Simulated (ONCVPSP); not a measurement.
**Before and after: ONCV potential for Bi (Z = 83)**

```
Element                 : bismuth (Bi)
Generator               : ONCVPSP 4.0.1
Type                    : optimised norm-conserving Vanderbilt (ONCV)
Functional              : LDA (Perdew-Wang 92)
Relativity              : non-relativistic
Frozen core             : [Xe] 4f14
Valence charge          : 15
Reference configuration : 5d10 6s2 6p2.5 (charge +0.5)
Partial waves           : 6s: rc 2.05 bohr, ncon 5, nbas 8, qcut 3.4 1/bohr, 2 projectors, debl 1 Ha; 6p: rc 1.90 bohr, ncon 3, nbas 6, qcut 4.6 1/bohr, 1 projector; 5d: rc 2.00 bohr, ncon 3, nbas 7, qcut 9 1/bohr, 3 projectors, debl 3.4 Ha; f scattering state at 0.26 Ha: rc 1.95 bohr, ncon 4, nbas 8, qcut 5.3 1/bohr, 3 projectors, debl 1.8 Ha
Local potential         : polynomial inside 1.20 bohr (lpopt 5, dvloc0 3 Ha)
Core correction         : polynomial model core, fcfact 0.4
```

Change: local potential polynomial inside 1.70 bohr (lpopt 3, dvloc0 2 Ha).

Cutoffs: the cutoffs (Ha) at which the residual kinetic energy of the hardest occupied pseudo-wave falls to 1 and 0.1 mHa per electron; they do not see the model core or the augmentation charge, which bear on the density cutoff. Errors are all-electron minus pseudo energies relative to the spin-unpolarised reference configuration.

Q: What does the change do?

A: The potential gets neither clearly harder nor softer (28 Ha and 38 Ha → 28 Ha and 38 Ha); the bound ghosts move from p, s to s; of the 4 tests that both files solve, the error grows in 2 and shrinks in 1 by more than 15 % and 0.3 meV (median size 0.8 → 1.6 meV); the range in which the s phases agree narrows (upper end 4.4 → 3.0). In the separable form a ghost depends on how the local part lies against the semilocal potential of the channel, so the choice of the local part can create or remove one.

```csv
quantity,base,changed
"cutoff, loose",28 Ha,28 Ha
"cutoff, tight",38 Ha,38 Ha
bound ghosts,"s, p",s
GHOST(+) flags under 300 eV,s at 195.8 eV,none
"error for 5d10 6s2 6p3, meV [ΔE -3.26 eV]",+0.9,+1.4
"error for 5d10 6s2 6p2, meV [ΔE 4.97 eV]",-0.7,-0.1
"error for 5d10 6s2 6p1, meV [ΔE 20.44 eV]",-2.0,+1.9
"error for 5d10 6s0 6p5, meV [ΔE 10.45 eV]",-0.3,+1.8
s: phases at 2.08 bohr within 0.05 rad from the reference energy up to (Ha; the scan ends near 5),4.4,3.0
p: phases at 1.93 bohr within 0.05 rad from the reference energy up to (Ha; the scan ends near 5),0.7,0.0
d: phases at 2.03 bohr within 0.05 rad from the reference energy up to (Ha; the scan ends near 5),to the end of the scan,to the end of the scan
f: phases at 1.97 bohr within 0.05 rad from the reference energy up to (Ha; the scan ends near 5),to the end of the scan,to the end of the scan
"rms error of d²Exc/dni dnj with the model core, mHa",0.68,0.68
```

 A true bound ghost makes a file unfit for plane-wave use even where its test errors are small: the radial tests pick states by their node count and pass the ghost by.
